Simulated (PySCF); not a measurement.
## Field gradients at the hydrogen positions

C₄H₅FNO (charge +1).
Atom-mapped SMILES: `[CH3:1][n+:2]1[cH:3][cH:4][o:5][c:6]1[F:7]` (hydrogens: H8, H9, H10 on C1; H11 on C3; H12 on C4)

Structure used (GFN2-xTB), in Å, numbered top down from 1:
```
atom  x, y, z in Å
C1    -1.6553   -0.2667    0.0932
N2    -0.2480    0.0263   -0.0097
C3     0.7957   -0.8260    0.2897
C4     1.9361   -0.1401    0.0454
O5     1.6090    1.0993   -0.3917
C6     0.3136    1.1533   -0.4087
F7    -0.3221    2.2090   -0.7816
H8    -1.9040   -1.1084   -0.5545
H9    -1.9026   -0.5342    1.1212
H10   -2.2378    0.6034   -0.2048
H11    0.6392   -1.8259    0.6440
H12    2.9772   -0.3906    0.1315
```

Level: PBE0/pcSseg-1 (PySCF, non-relativistic); Q(2H) = 0.00286 b; rigid geometry, the same for H and D, with no vibrational averaging.

**Question.** Rank these positions by the coupling χzz of a deuteron there, largest first.
A. H11 (aromatic hydrogen)
B. H12 (aromatic hydrogen)
C. H8 (methyl hydrogen)

**Answer.** A (221 kHz), B (216 kHz), C (195 kHz).

**Question.** Tabulate Vzz, the asymmetry η and χzz = 234.96 MHz × Q × Vzz for every hydrogen position.

**Answer.** 
```tsv
atom	bonded to	bond length (Å)	Vzz (au)	η	χzz (kHz)
H8	C1	1.091	0.2907	0.09	195
H9	C1	1.091	0.2911	0.09	196
H10	C1	1.089	0.2930	0.12	197
H11	C3	1.072	0.3282	0.11	221
H12	C4	1.074	0.3209	0.12	216
```

**Question.** Give the 2H NMR doublet splittings at H11 for a magnetic field along the z, y and x axes of the gradient: 3χ/2, 3χ(1 + η)/4, 3χ(1 − η)/4.

**Answer.** With |χ| = 220.6 kHz and η = 0.109: 331, 184 and 147 kHz, to first order and without motion.

Isolated species at its GFN2-xTB geometry, gas phase. GFN2-xTB bond lengths can be off by several hundredths of an ångström, more for odd bonds, and the gradients follow them. These gradients aren't converged with respect to the basis.

The run behind these numbers computed NMR shieldings as well. The run took 37 s wall, 33 s CPU on one thread, AMD EPYC (x86_64), shared host with 64 logical CPUs at a one-minute load of 32, and the process peaked at 0.70 GiB of memory.
